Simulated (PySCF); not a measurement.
# Fractional electron number in Cr⁺ (chromium, charge +1)

The 3d alpha orbital of [Ar] 3d5 is emptied in steps (occupation f), with all orbitals relaxed, ending at [Ar] 3d4. Calculation: PySCF 2.14, in aug-cc-pVTZ; no relativity, point nucleus. The exact energy is a straight line in f; departures are measured from the line between the end points of the same method.

| f | HSE06 (eV) |
| --- | --- |
| 1 | 0.000 |
| 0.8 | -0.743 |
| 0.6 | -1.129 |
| 0.4 | -1.141 |
| 0.2 | -0.769 |
| 0 | 0.000 |

Q: For HSE06, how does the orbital energy at f = 1 compare with the removal energy?

A: −ε = 12.323 eV against a total-energy difference of 16.904 eV. By Janak's theorem ε = ∂E/∂f, so the gap between them reflects the curvature. Along the path −ε is 14.069 (f = 0.8), 15.896 (f = 0.6), 17.793 (f = 0.4), 19.748 (f = 0.2) eV.

Reference removal energy between the ground levels: 16.486 eV (measured; NIST Atomic Spectra Database, ionization energies). The calculation has no spin-orbit coupling. The determinant left behind need not be the lowest term of the ion.
